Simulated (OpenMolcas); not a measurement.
## Mo3+: moving the ligands

Mo3+ with 5 ligands (water, chloride on the axis) in trigonal bipyramidal coordination (D3h) at 1.99 Å, the axial distance 2.384 Å. Ligand basis ANO-RCC-VDZP.

```json
{"Program": "OpenMolcas 26.06", "Method": "CASSCF", "Basis": "ANO-RCC-VDZP [6s5p3d1f]", "Scalar Hamiltonian": "DKH2, point nucleus", "Active space": "3 electrons in 5 orbitals (4d)", "State averaging": "2S+1 = 4 even, 10 roots; 2S+1 = 2 even, 40 roots", "Spin-orbit coupling": "RASSI with atomic mean-field integrals over the reference wave functions"}
```

Runs around this geometry, states. Energies in cm-1 above the lowest state or level, χT in cm3 K/mol.

```
R (Å)  Axial / equatorial distance  Ground state  First state of that spin  First gap with spin-orbit (degeneracies)  χT at 300 K  First state of another spin
 1.94                        1.198      2S+1 = 4                      6244                              323.9 (2, 2)        1.036              2S+1 = 2: 11721
 1.99                        1.198      2S+1 = 4                      5832                              347.3 (2, 2)        0.967              2S+1 = 2: 11967
 1.99                        1.258      2S+1 = 4                      6730                              351.5 (2, 2)        0.961              2S+1 = 2: 12197
```

An orbital doublet at a regular site is open to a Jahn-Teller distortion, which this geometry leaves out. Without dynamic correlation the repulsion within the d shell is too large (B by tens of per cent), so at a given field states of lower spin stand too high. With metal d orbitals alone the field can be off either way by tens of per cent. Ligand-to-metal charge-transfer states are missing. With no ligand orbital active B as a rule stays too high, so bands that hang on it stand too high and its fall with covalency is understated. The least metal-like active orbital is 68 % on the metal (Löwdin) and no ligand orbital is active, so the numbers are rough (holds for R = 1.94, ratio = 1.198). The least metal-like active orbital is 71 % on the metal (Löwdin) and no ligand orbital is active, so the numbers are rough (holds for R = 1.99, ratio = 1.198). The least metal-like active orbital is 75 % on the metal (Löwdin) and no ligand orbital is active, so the numbers are rough (holds for R = 1.99, ratio = 1.258). No measured value stands beside these numbers; the geometry was imposed, not optimised, and the real ion may take another.

A state without a sure symmetry label is named by its multiplicity alone.
